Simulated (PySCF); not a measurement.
H$_{4}$NSi (SMILES [NH][SiH3]), doublet, geometry from GFN2-xTB; DF-R2SCAN/def2-TZVP run with PySCF.

PySCF was given this input:
```python
from pyscf import gto, scf, dft

mol = gto.Mole()
mol.atom = '''
    N     1.07284404   -0.47233394   -0.03757332
    Si   -0.46623376    0.17659403    0.02505938
    H     1.90814349    0.00985181   -0.32564380
    H    -0.91969709   -0.03779712    1.41254787
    H    -1.29533293   -0.71428448   -0.80899513
    H    -0.67574904    1.57625096   -0.36572701
'''
mol.basis = 'def2-tzvp'
mol.spin = 1
mol.verbose = 4
mol.symmetry = True
mol.build()

mf = dft.UKS(mol)
mf.xc = 'r2scan'
mf.irrep_nelec = {"A'": (11, 10), 'A"': (2, 2)}
mf = mf.density_fit(auxbasis='def2-universal-jkfit')
mf.kernel()
mf.analyze()
```

Q: Predict the main parts of the log of this PySCF run.

A: 
```
PySCF version 2.14.0

[INPUT] verbose = 4
[INPUT] num. atoms = 6
[INPUT] num. electrons = 25
[INPUT] charge = 0
[INPUT] spin (= nelec alpha-beta = 2S) = 1
[INPUT] symmetry True subgroup None
[INPUT] Mole.unit = angstrom
[INPUT] Symbol           X                Y                Z      unit          X                Y                Z       unit  Magmom
[...]
nuclear repulsion = 58.3575039430166
point group symmetry = Cs
symmetry origin: [5.29123324e-09 7.55890497e-10 7.55890448e-10]
symmetry axis x: [-0.27943933 -0.90433556  0.32263114]
symmetry axis y: [ 0.94679263 -0.31540748 -0.06404561]
symmetry axis z: [0.159679   0.28756793 0.9443555 ]
num. orbitals of irrep A' = 62
num. orbitals of irrep A" = 30
number of shells = 40
number of NR pGTOs = 141
number of NR cGTOs = 92
basis = def2-tzvp
ecp = {}

******** <class 'pyscf.df.df_jk.DFSymAdaptedUKS'> ********
method = DFSymAdaptedUKS
initial guess = minao
damping factor = 0
level_shift factor = 0
DIIS = <class 'pyscf.scf.diis.CDIIS'>
diis_start_cycle = 1
diis_space = 8
diis_damp = 0
SCF conv_tol = 1e-09
SCF conv_tol_grad = None
SCF max_cycles = 50
direct_scf = False
number electrons alpha = 13  beta = 12
irrep_nelec {"A'": (11, 10), 'A"': (2, 2)}
XC library pyscf.dft.libxc version 7.1.2
    S. Lehtola, C. Steigemann, M. J. T. Oliveira, and M. A. L. Marques,  SoftwareX 7, 1–5 (2018)
XC functionals = r2scan
    J. W. Furness, A. D. Kaplan, J. Ning, J. P. Perdew, and J. Sun,  J. Phys. Chem. Lett. 11, 8208–8215 (2020)
    J. W. Furness, A. D. Kaplan, J. Ning, J. P. Perdew, and J. Sun,  J. Phys. Chem. Lett. 11, 9248–9248 (2020)
    J. W. Furness, A. D. Kaplan, J. Ning, J. P. Perdew, and J. Sun,  J. Phys. Chem. Lett. 11, 8208–8215 (2020)
    J. W. Furness, A. D. Kaplan, J. Ning, J. P. Perdew, and J. Sun,  J. Phys. Chem. Lett. 11, 9248–9248 (2020)
radial grids:
    Treutler-Ahlrichs [JCP 102, 346 (1995); DOI:10.1063/1.469408] (M4) radial grids

becke partition: Becke, JCP 88, 2547 (1988); DOI:10.1063/1.454033
pruning grids: <function nwchem_prune>
grids dens level: 3
symmetrized grids: True
atomic radii adjust function: <function treutler_atomic_radii_adjust>
small_rho_cutoff = 0
Freeze 25 electrons in irreps ["A'", 'A"']
    0 free electrons in irreps
Set gradient conv threshold to 3.16228e-05
tot grids = 72320
init E= -346.455646210891

cycle= 1 E= -346.271978473277  delta_E= 0.184  |g|= 0.157  |ddm|= 2.67

cycle= 2 E= -345.928800249144  delta_E= 0.343  |g|= 0.706  |ddm|= 2.38

cycle= 3 E= -346.286923728212  delta_E= -0.358  |g|= 0.09  |ddm|=  1.6

cycle= 4 E= -346.29196075052  delta_E= -0.00504  |g|= 0.019  |ddm|= 0.394

cycle= 5 E= -346.292163999862  delta_E= -0.000203  |g|= 0.00949  |ddm|= 0.175

cycle= 6 E= -346.292241834377  delta_E= -7.78e-05  |g|= 0.00226  |ddm|= 0.0352

cycle= 7 E= -346.292268859679  delta_E= -2.7e-05  |g|= 0.00239  |ddm|= 0.0172

cycle= 8 E= -346.292276511352  delta_E= -7.65e-06  |g|= 0.0024  |ddm|= 0.00188

cycle= 9 E= -346.292201576438  delta_E= 7.49e-05  |g|= 0.00161  |ddm|= 0.0262

cycle= 10 E= -346.292169605233  delta_E= 3.2e-05  |g|= 0.00216  |ddm|= 0.0221

cycle= 11 E= -346.292172278791  delta_E= -2.67e-06  |g|= 0.000681  |ddm|= 0.00575

cycle= 12 E= -346.292172587469  delta_E= -3.09e-07  |g|= 0.000187  |ddm|= 0.0024

cycle= 13 E= -346.292172611996  delta_E= -2.45e-08  |g|= 1.39e-05  |ddm|= 0.000927

cycle= 14 E= -346.292172612186  delta_E= -1.91e-10  |g|= 1.27e-05  |ddm|= 0.000264

Extra cycle  E= -346.292172609286  delta_E= 2.9e-09  |g|= 6.44e-05  |ddm|= 0.000119
converged SCF energy = -346.292172609286  <S^2> = 0.75738541  2S+1 = 2.0073718
**** SCF Summaries ****
Total Energy =                        -346.292172609285842
Nuclear Repulsion Energy =              58.357503943016603
One-electron Energy =                 -592.594496809147813
Two-electron Energy =                  187.944820256845389
Two-electron Coulomb Energy =          217.050752271705818
DFT Exchange-Correlation Energy =      -29.105932014860421
Wave-function symmetry = A'
alpha occupancy for each irrep:     A'   A"
                                    11    2
beta  occupancy for each irrep:     A'   A"
                                    10    2
**** MO energy ****
alpha MO #1 (A' #1), energy= -65.8450004459824 occ= 1
alpha MO #2 (A' #2), energy= -14.2780672733855 occ= 1
alpha MO #3 (A' #3), energy= -5.22651185298401 occ= 1
alpha MO #4 (A" #1), energy= -3.56942302775636 occ= 1
alpha MO #5 (A' #4), energy= -3.56745557645958 occ= 1
alpha MO #6 (A' #5), energy= -3.5659237447594 occ= 1
alpha MO #7 (A' #6), energy= -0.867043494251849 occ= 1
alpha MO #8 (A' #7), energy= -0.570357090719032 occ= 1
alpha MO #9 (A' #8), energy= -0.454893063839513 occ= 1
alpha MO #10 (A" #2), energy= -0.395025567395338 occ= 1
alpha MO #11 (A' #9), energy= -0.371771757302 occ= 1
alpha MO #12 (A' #10), energy= -0.308150230697219 occ= 1
alpha MO #13 (A' #11), energy= -0.0593376793792331 occ= 1
alpha MO #14 (A" #3), energy= -0.295791083016508 occ= 0
alpha MO #15 (A' #12), energy= 0.0090665220931375 occ= 0
alpha MO #16 (A" #4), energy= 0.0123258412563345 occ= 0
alpha MO #17 (A' #13), energy= 0.0395549431824703 occ= 0
alpha MO #18 (A' #14), energy= 0.0568816331073279 occ= 0
alpha MO #19 (A" #5), energy= 0.14081808454062 occ= 0
alpha MO #20 (A' #15), energy= 0.143325254274418 occ= 0
alpha MO #21 (A' #16), energy= 0.165502807767514 occ= 0
alpha MO #22 (A' #17), energy= 0.198199373672648 occ= 0
alpha MO #23 (A" #6), energy= 0.202323196450814 occ= 0
alpha MO #24 (A' #18), energy= 0.228685568829953 occ= 0
alpha MO #25 (A' #19), energy= 0.273946847586085 occ= 0
alpha MO #26 (A" #7), energy= 0.279834019207565 occ= 0
alpha MO #27 (A' #20), energy= 0.370837723030636 occ= 0
alpha MO #28 (A" #8), energy= 0.389718195776482 occ= 0
alpha MO #29 (A' #21), energy= 0.409907532852949 occ= 0
alpha MO #30 (A' #22), energy= 0.428951250974484 occ= 0
alpha MO #31 (A' #23), energy= 0.472848949827331 occ= 0
alpha MO #32 (A" #9), energy= 0.490542004831543 occ= 0
[...]
alpha MO #88 (A" #30), energy= 6.14987415292282 occ= 0
alpha MO #89 (A' #59), energy= 6.18036410813783 occ= 0
alpha MO #90 (A' #60), energy= 6.56111856546212 occ= 0
alpha MO #91 (A' #61), energy= 11.1891937529032 occ= 0
alpha MO #92 (A' #62), energy= 31.5216155730303 occ= 0
beta  MO #1 (A' #1), energy= -65.8440684814372 occ= 1
beta  MO #2 (A' #2), energy= -14.2759429815211 occ= 1
beta  MO #3 (A' #3), energy= -5.22553254933409 occ= 1
beta  MO #4 (A" #1), energy= -3.56841846419767 occ= 1
beta  MO #5 (A' #4), energy= -3.56548037428852 occ= 1
beta  MO #6 (A' #5), energy= -3.56432033373052 occ= 1
beta  MO #7 (A' #6), energy= -0.864682392482838 occ= 1
beta  MO #8 (A' #7), energy= -0.561288321575876 occ= 1
beta  MO #9 (A' #8), energy= -0.443117984086197 occ= 1
beta  MO #10 (A" #2), energy= -0.387220246866541 occ= 1
beta  MO #11 (A' #9), energy= -0.364542697571487 occ= 1
beta  MO #12 (A' #10), energy= -0.305739751715368 occ= 1
beta  MO #13 (A" #3), energy= -0.299042978090458 occ= 0
beta  MO #14 (A' #11), energy= 0.00384334810642929 occ= 0
beta  MO #15 (A" #4), energy= 0.0336577671855007 occ= 0
beta  MO #16 (A' #12), energy= 0.0339240295409365 occ= 0
beta  MO #17 (A' #13), energy= 0.0682555363780288 occ= 0
beta  MO #18 (A' #14), energy= 0.0882220655315327 occ= 0
beta  MO #19 (A" #5), energy= 0.165989657991175 occ= 0
beta  MO #20 (A' #15), energy= 0.167493708670367 occ= 0
beta  MO #21 (A' #16), energy= 0.195317771995329 occ= 0
beta  MO #22 (A" #6), energy= 0.222499214759368 occ= 0
beta  MO #23 (A' #17), energy= 0.237466895574835 occ= 0
beta  MO #24 (A' #18), energy= 0.260036910111149 occ= 0
beta  MO #25 (A' #19), energy= 0.300528589417834 occ= 0
beta  MO #26 (A" #7), energy= 0.301692539929829 occ= 0
beta  MO #27 (A' #20), energy= 0.387231136373138 occ= 0
beta  MO #28 (A" #8), energy= 0.400538141296678 occ= 0
beta  MO #29 (A' #21), energy= 0.434667925703087 occ= 0
beta  MO #30 (A' #22), energy= 0.452655250544453 occ= 0
beta  MO #31 (A' #23), energy= 0.486947664852707 occ= 0
beta  MO #32 (A" #9), energy= 0.514275798865519 occ= 0
beta  MO #33 (A' #24), energy= 0.520014884573033 occ= 0
beta  MO #34 (A' #25), energy= 0.586055225781617 occ= 0
beta  MO #35 (A' #26), energy= 0.621074948812073 occ= 0
beta  MO #36 (A" #10), energy= 0.836244330839452 occ= 0
beta  MO #37 (A" #11), energy= 0.861527061990334 occ= 0
beta  MO #38 (A' #27), energy= 0.904835629967014 occ= 0
beta  MO #39 (A" #12), energy= 0.922612771658372 occ= 0
beta  MO #40 (A' #28), energy= 0.946620118964081 occ= 0
beta  MO #41 (A' #29), energy= 0.993753713960306 occ= 0
beta  MO #42 (A" #13), energy= 1.00719778873068 occ= 0
beta  MO #43 (A' #30), energy= 1.02606723746132 occ= 0
beta  MO #44 (A' #31), energy= 1.05755404399859 occ= 0
beta  MO #45 (A" #14), energy= 1.07471704255306 occ= 0
beta  MO #46 (A' #32), energy= 1.11851181492172 occ= 0
beta  MO #47 (A" #15), energy= 1.15834681094473 occ= 0
beta  MO #48 (A' #33), energy= 1.25281976413714 occ= 0
beta  MO #49 (A' #34), energy= 1.35112538910856 occ= 0
beta  MO #50 (A" #16), energy= 1.35932385710056 occ= 0
beta  MO #51 (A' #35), energy= 1.38054013533409 occ= 0
beta  MO #52 (A' #36), energy= 1.45984423097121 occ= 0
beta  MO #53 (A' #37), energy= 1.53757415015045 occ= 0
beta  MO #54 (A" #17), energy= 1.55886827056971 occ= 0
beta  MO #55 (A' #38), energy= 1.62441570412957 occ= 0
beta  MO #56 (A" #18), energy= 1.84649830461304 occ= 0
beta  MO #57 (A' #39), energy= 1.86826408797262 occ= 0
beta  MO #58 (A" #19), energy= 1.87085052639241 occ= 0
beta  MO #59 (A' #40), energy= 1.89900609182868 occ= 0
beta  MO #60 (A' #41), energy= 1.96981056575218 occ= 0
beta  MO #61 (A" #20), energy= 1.9872626612039 occ= 0
beta  MO #62 (A' #42), energy= 2.02362328853805 occ= 0
beta  MO #63 (A' #43), energy= 2.07346576372244 occ= 0
beta  MO #64 (A" #21), energy= 2.10682257833354 occ= 0
beta  MO #65 (A" #22), energy= 2.20262909980563 occ= 0
beta  MO #66 (A' #44), energy= 2.27327619642875 occ= 0
beta  MO #67 (A' #45), energy= 2.31489701626267 occ= 0
beta  MO #68 (A" #23), energy= 2.42434143996235 occ= 0
beta  MO #69 (A' #46), energy= 2.46463428524631 occ= 0
beta  MO #70 (A' #47), energy= 2.52324694295531 occ= 0
beta  MO #71 (A' #48), energy= 2.63383352286336 occ= 0
beta  MO #72 (A' #49), energy= 2.81258355271256 occ= 0
beta  MO #73 (A" #24), energy= 2.81416535433233 occ= 0
beta  MO #74 (A' #50), energy= 2.94618710503009 occ= 0
beta  MO #75 (A' #51), energy= 3.2168727064779 occ= 0
beta  MO #76 (A" #25), energy= 3.92035518108715 occ= 0
beta  MO #77 (A' #52), energy= 3.93330173912093 occ= 0
beta  MO #78 (A" #26), energy= 4.03008803877708 occ= 0
beta  MO #79 (A' #53), energy= 4.16741175683024 occ= 0
beta  MO #80 (A" #27), energy= 4.30415801155562 occ= 0
beta  MO #81 (A' #54), energy= 4.38673875062554 occ= 0
beta  MO #82 (A" #28), energy= 4.55647513077661 occ= 0
beta  MO #83 (A' #55), energy= 4.63052166321639 occ= 0
beta  MO #84 (A" #29), energy= 4.8063826352974 occ= 0
beta  MO #85 (A' #56), energy= 4.91326643455415 occ= 0
beta  MO #86 (A' #57), energy= 5.03834543952759 occ= 0
beta  MO #87 (A' #58), energy= 5.58435715731047 occ= 0
beta  MO #88 (A" #30), energy= 6.15081392521708 occ= 0
beta  MO #89 (A' #59), energy= 6.18005538884828 occ= 0
beta  MO #90 (A' #60), energy= 6.56443047692164 occ= 0
beta  MO #91 (A' #61), energy= 11.1906068246865 occ= 0
beta  MO #92 (A' #62), energy= 31.5222421017456 occ= 0
 ** Mulliken pop alpha/beta on meta-lowdin orthogonal AOs **
 ** Mulliken pop       alpha | beta **
In total            13.00000 | 12.00000
 ** Mulliken atomic charges   ( Nelec_alpha | Nelec_beta ) **
charge of  0N =     -0.35318  (     3.73655      3.61664 )
charge of  1Si =      0.10296  (     7.32478      6.57226 )
charge of  2H =      0.21649  (     0.43615      0.34736 )
charge of  3H =      0.05257  (     0.48876      0.45867 )
charge of  4H =      0.05257  (     0.48876      0.45867 )
charge of  5H =     -0.07141  (     0.52500      0.54640 )
Dipole moment(X, Y, Z, Debye):  0.89588, -0.84086,  0.10457
```
